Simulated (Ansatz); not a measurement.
## Ansatz (development build ahead of 0.2.0) run

```yaml
crystal:
  periodic: [false, false, false]
  atoms:
    - { symbol: V, position_ang: [0.0, 0.0, 0.0] }
    - { symbol: O, position_ang: [1.3629, 0.0, 0.81891] }
    - { symbol: O, position_ang: [-1.3629, 0.0, 0.81891] }
basis:
  gaussian: { orbitals: def2-SVP }
magnetization:
  initial_magnetization: 1
hamiltonian:
  xc: pbe0
scf:
  omitted_lower_state_checks: [starts, atomic_configurations, cluster_reference, orbital_swaps, given_window_search, neighbouring_geometries, increment]
output:
  forces: true
```

The input is written out in the form of the current development build from the run's settings.

The run gave:

| Item | Value |
| --- | --- |
| Converged | yes |
| Total energy | -1093.83624 hartree |
| Spin squared of the determinant | 0.750 |
| Stability test | minimum among restricted orbitals |

Forces (eV/Å):
```csv
atom,Fx,Fy,Fz
V1,0.000,0.000,-0.178
O2,-0.217,0.000,0.089
O3,0.217,0.000,0.089
```

Caution: no unrestricted run beside it, a lower state can exist; other spin multiplicities were not run.
